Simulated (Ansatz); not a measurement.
Geometry optimisation, Ansatz, UKS B3LYP/cc-pVDZ.

input.yaml

```yaml
crystal:
  periodic: [false, false, false]
  atoms:
    - { symbol: Al, position_ang: [-1.355407, -1.435323, -2.7e-05] }
    - { symbol: F, position_ang: [-2.243392, -0.050761, -0.555104] }
    - { symbol: Cl, position_ang: [-0.481205, -2.714091, -1.431259] }
    - { symbol: Cl, position_ang: [-1.353255, -1.880145, 2.061557] }
    - { symbol: H, position_ang: [-0.14678, 0.473146, -0.166237] }
    - { symbol: Si, position_ang: [1.097469, 1.218064, -0.012764] }
    - { symbol: H, position_ang: [0.763061, 2.509665, 0.656961] }
    - { symbol: H, position_ang: [2.052088, 0.427594, 0.81901] }
    - { symbol: H, position_ang: [1.667422, 1.451851, -1.372238] }
magnetization:
  spin_polarized: true
basis:
  gaussian: { orbitals: cc-pVDZ }
hamiltonian:
  xc: b3lyp
relax:
  f_tol: 0.03
  max_steps: 50
output:
  orbitals: {}
```

Command:

```bash
$ ansatz run input.yaml --threads 4 --pin off --max-ram 5120MiB --backend cpu --events-out ev --progress --plain --runs-dir out
```

Problem. Where does it end, and by what steps?

Solution. The run converged. After 12 steps the energy has fallen by 0.231 eV; Cl3 moved furthest, 0.65 Å.

| step | energy less start (eV) | largest force component (eV/Å) | accepted |
| --- | --- | --- | --- |
| 0 | 0.0000 | 1.244 | yes |
| 1 | -0.1036 | 0.985 | yes |
| 2 | -0.1160 | 1.651 | yes |
| 3 | -0.1666 | 1.156 | yes |
| 4 | -0.2142 | 0.092 | yes |
| 5 | -0.2173 | 0.056 | yes |
| 6 | -0.2185 | 0.034 | yes |
| 7 | -0.2198 | 0.091 | yes |
| 8 | -0.2255 | 0.135 | yes |
| 9 | -0.2280 | 0.140 | yes |
| 10 | -0.2303 | 0.094 | yes |
| 11 | -0.2307 | 0.053 | yes |
| 12 | -0.2310 | 0.022 | yes |

```xyz
9
Properties=species:S:1:pos:R:3
Al -1.291 -1.167 -0.035
F -2.662 -0.441 -0.697
Cl -0.015 -2.275 -1.324
Cl -1.245 -1.541 2.052
H -0.326 0.557 -0.040
Si 1.102 1.096 0.001
H 0.991 2.363 0.777
H 1.952 0.084 0.681
H 1.494 1.323 -1.415
```

Run time: 73 s on 4 threads of Arm Neoverse N1, on a shared host, peak memory 0.4 GiB.
